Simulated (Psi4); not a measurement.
hydrogen chloride (HCl), singlet, geometry from GFN2-xTB; MP2/def2-QZVP (Psi4).

The Psi4 input:
```
memory 2 GB

molecule mol {
0 1
  Cl   -0.000000   -0.000000   -0.070946
  H     0.000000    0.000000    1.206076
}

set basis def2-qzvp
set reference rhf
set freeze_core true

energy('mp2')
print_variables()
```

### Question
Write the output that Psi4 gives for this input, abridged.

### Answer

```
    SCF Algorithm Type (re)set to DF.

   => Loading Basis Set <=

    Name: DEF2-QZVP
    Role: ORBITAL
    Keyword: BASIS

         ---------------------------------------------------------
                                   SCF
               by Justin Turney, Rob Parrish, Andy Simmonett
                          and Daniel G. A. Smith
                              RHF Reference
         ---------------------------------------------------------

  ==> Geometry <==

    Molecular point group: c2v
    Full point group: C_inf_v

    Geometry (in Angstrom), charge = 0, multiplicity = 1:

       Center              X                  Y                   Z               Mass
    ------------   -----------------  -----------------  -----------------  -----------------
         CL           0.000000000000     0.000000000000    -0.035773585002    34.968852682000
         H            0.000000000000     0.000000000000     1.241248414998     1.007825032230

  Running in c2v symmetry.

  Rotational constants: A = ************  B =     10.55247  C =     10.55247 [cm^-1]
  Rotational constants: A = ************  B = 316355.19612  C = 316355.19612 [MHz]
  Nuclear repulsion =    7.044524355406563

  Charge       = 0
  Multiplicity = 1
  Electrons    = 18
  Nalpha       = 9
  Nbeta        = 9

  ==> Algorithm <==

  SCF Algorithm Type is DF.
  DIIS enabled.
  MOM disabled.
  Fractional occupation disabled.
  Guess Type is SAD.
  Energy threshold   = 1.00e-08
  Density threshold  = 1.00e-08
  Integral threshold = 1.00e-12

  ==> Primary Basis <==

  Basis Set: DEF2-QZVP
    Blend: DEF2-QZVP
    Number of shells: 32
    Number of basis functions: 100
    Number of Cartesian functions: 121
    Spherical Harmonics?: true
    Max angular momentum: 4

   => Loading Basis Set <=

    Name: (DEF2-QZVP AUX)
    Role: JKFIT
    Keyword: DF_BASIS_SCF

  ==> Integral Setup <==

  SCF_SUBTYPE=INCORE selected. In-core MEM_DF algorithm will be used.
  Using in-core AOs.

  ==> MemDFJK: Density-Fitted J/K Matrices <==

    J tasked:                   Yes
    K tasked:                   Yes
    wK tasked:                   No
    Algorithm:                 Core
    Schwarz Cutoff:           1E-12
    Mask sparsity (%):       0.0000
    Fitting Condition:        1E-10

   => Auxiliary Basis Set <=

  Basis Set: (DEF2-QZVP AUX)
    Blend: DEF2-UNIVERSAL-JKFIT
    Number of shells: 44
    Number of basis functions: 146
    Number of Cartesian functions: 175
    Spherical Harmonics?: true
    Max angular momentum: 4

  Minimum eigenvalue in the overlap matrix is 5.6604360963E-04.
  Reciprocal condition number of the overlap matrix is 1.0483452976E-04.
    Using symmetric orthogonalization.

  ==> Pre-Iterations <==

  SCF Guess: Superposition of Atomic Densities via on-the-fly atomic UHF (no occupation information).

   -------------------------
    Irrep   Nso     Nmo
   -------------------------
     A1        43      43
     A2        11      11
     B1        23      23
     B2        23      23
   -------------------------
    Total     100     100
   -------------------------

  ==> Iterations <==

                           Total Energy        Delta E     RMS |[F,P]|

   @DF-RHF iter SAD:  -459.91790478374281   -4.59918e+02   0.00000e+00
   @DF-RHF iter   1:  -460.09077225337279   -1.72867e-01   3.93039e-03 ADIIS/DIIS
   @DF-RHF iter   2:  -460.10939617900129   -1.86239e-02   1.57360e-03 ADIIS/DIIS
   @DF-RHF iter   3:  -460.11185393268693   -2.45775e-03   2.90101e-04 ADIIS/DIIS
   @DF-RHF iter   4:  -460.11218732067039   -3.33388e-04   9.12003e-05 DIIS
   @DF-RHF iter   5:  -460.11222886451179   -4.15438e-05   1.52330e-05 DIIS
   @DF-RHF iter   6:  -460.11222980007398   -9.35562e-07   3.41660e-06 DIIS
   @DF-RHF iter   7:  -460.11222982229651   -2.22225e-08   7.60392e-07 DIIS
   @DF-RHF iter   8:  -460.11222982424340   -1.94689e-09   1.37027e-07 DIIS
   @DF-RHF iter   9:  -460.11222982430860   -6.51994e-11   1.91474e-08 DIIS
[...]
    ---------------------

    Doubly Occupied:

[...]
    Virtual:

[...]
      43A1   530.392376

    Final Occupation by Irrep:
             A1    A2    B1    B2
    DOCC [     5,    0,    2,    2 ]
    NA   [     5,    0,    2,    2 ]
    NB   [     5,    0,    2,    2 ]

  @DF-RHF Final Energy:  -460.11222982430905

   => Energetics <=

    Nuclear Repulsion Energy =              7.0445243554065629
    One-Electron Energy =                -649.8380633753860138
    Two-Electron Energy =                 182.6813091956703943
    Total Energy =                       -460.1122298243090540

Computation Completed

Properties will be evaluated at   0.000000,   0.000000,   0.000000 [a0]

Properties computed using the SCF density matrix

 Multipole Moments:

 ------------------------------------------------------------------------------------
     Multipole            Electronic (a.u.)      Nuclear  (a.u.)        Total (a.u.)
 ------------------------------------------------------------------------------------

 L = 1.  Multiply by 2.5417464519 to convert [e a0] to [Debye]
 Dipole X            :          0.0000000            0.0000000            0.0000000
 Dipole Y            :          0.0000000            0.0000000            0.0000000
 Dipole Z            :         -0.7189556            1.1963808            0.4774252
 Magnitude           :                                                    0.4774252

 ------------------------------------------------------------------------------------

  //>>>>>>>>>>>>>>>>>>>>>>>>>>>>>>>>>>>//
  //               DFMP2               //
  //<<<<<<<<<<<<<<<<<<<<<<<<<<<<<<<<<<<//

   => Loading Basis Set <=

    Name: (DEF2-QZVP AUX)
    Role: RIFIT
    Keyword: DF_BASIS_MP2

	 --------------------------------------------------------
	                          DF-MP2
	      2nd-Order Density-Fitted Moller-Plesset Theory

	        Rob Parrish, Justin Turney, Andy Simmonett,
	           Ed Hohenstein, and C. David Sherrill
	 --------------------------------------------------------

   => Auxiliary Basis Set <=

  Basis Set: (DEF2-QZVP AUX)
    Blend: DEF2-QZVP-RI
    Number of shells: 57
    Number of basis functions: 223
    Number of Cartesian functions: 293
    Spherical Harmonics?: true
    Max angular momentum: 5

	 --------------------------------------------------------
	                 NBF =   100, NAUX =   223
	 --------------------------------------------------------
	   CLASS    FOCC     OCC    AOCC    AVIR     VIR    FVIR
	   PAIRS       5       9       4      91      91       0
	 --------------------------------------------------------

	-----------------------------------------------------------
	 ==================> DF-MP2 Energies <====================
	-----------------------------------------------------------
	 Reference Energy          =    -460.1122298243090540 [Eh]
	 Singles Energy            =      -0.0000000000000000 [Eh]
	 Same-Spin Energy          =      -0.0497467682832572 [Eh]
	 Opposite-Spin Energy      =      -0.1738427636285806 [Eh]
	 Correlation Energy        =      -0.2235895319118378 [Eh]
	 Total Energy              =    -460.3358193562208953 [Eh]
	-----------------------------------------------------------
	 ================> DF-SCS-MP2 Energies <==================
	-----------------------------------------------------------
	 SCS Same-Spin Scale       =       0.3333333333333333 [-]
	 SCS Opposite-Spin Scale   =       1.2000000000000000 [-]
	 SCS Same-Spin Energy      =      -0.0165822560944191 [Eh]
	 SCS Opposite-Spin Energy  =      -0.2086113163542967 [Eh]
	 SCS Correlation Energy    =      -0.2251935724487157 [Eh]
	 SCS Total Energy          =    -460.3374233967577425 [Eh]
	-----------------------------------------------------------

  Variable Map:
  ----------------------------------------------------------------------------
[...]
  Array Variable Map:
  ----------------------------------------------------------------------------
[...]
[...]
```
